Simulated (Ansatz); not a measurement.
Relaxation of C3H8OSi (13 atoms, charge 0, multiplicity 1), to a largest force component of 0.015 eV/Å in at most 40 steps.

Level of theory: RKS PBE/STO-3G (Ansatz 0.2.0).

```xyz
13
Properties=species:S:1:pos:R:3:forces:R:3
C -1.911 -0.958 0.427 -2.18 2.85 -1.07
O -1.298 0.331 0.543 -2.67 2.02 -0.18
Si 0.312 0.344 0.726 4.29 -2.02 0.64
C 1.302 0.032 -0.907 -4.87 -0.85 -0.49
C 1.369 1.383 -0.358 -0.76 1.72 1.31
H -1.621 -1.439 -0.477 0.78 -1.68 -1.57
H -3.003 -0.715 0.306 0.17 -0.48 0.19
H -1.784 -1.514 1.303 0.39 -2.32 2.30
H 0.899 -0.618 1.748 -0.44 1.09 -0.58
H 0.556 -0.137 -1.709 0.89 0.07 -0.21
H 2.047 -0.665 -0.797 2.81 -1.81 -0.16
H 0.869 2.209 -0.824 -0.58 0.74 -1.06
H 2.284 1.712 0.035 2.17 0.67 0.88
```

Q: Where does it end, and by what steps?

A: It converged. The force dipped under the threshold on the way, but the program's further checks kept it going. Limits of this set-up: minimal basis. After 14 steps the energy has fallen by 1.422 eV; H10 moved furthest, 0.57 Å.

```tsv
step	energy less start (eV)	largest force component (eV/Å)	accepted
0	0.0000	4.874	yes
1	-1.1081	2.317	yes
2	-1.3200	1.447	yes
3	-1.3956	0.217	yes
4	-1.4063	0.059	yes
5	-1.4121	0.076	yes
6	-1.4092	0.188	no
7	-1.4153	0.032	yes
8	-1.4185	0.160	yes
9	-1.4202	0.124	yes
10	-1.4169	0.309	no
11	-1.4214	0.018	yes
12	-1.4219	0.014	yes
13	-1.4220	0.016	yes
14	-1.4220	0.005	yes
```

```xyz
13
Properties=species:S:1:pos:R:3
C -2.089 -0.946 0.550
O -1.402 0.332 0.290
Si 0.311 0.099 0.467
C 1.410 0.035 -1.021
C 1.385 1.414 -0.244
H -1.885 -1.730 -0.224
H -3.183 -0.733 0.530
H -1.852 -1.394 1.550
H 0.724 -0.611 1.675
H 0.984 0.063 -2.035
H 2.359 -0.521 -0.986
H 0.937 2.253 -0.796
H 2.320 1.703 0.258
```

Run time: 40 s on 1 thread of Arm Neoverse V1 (shared host), peak memory 0.12 GiB.
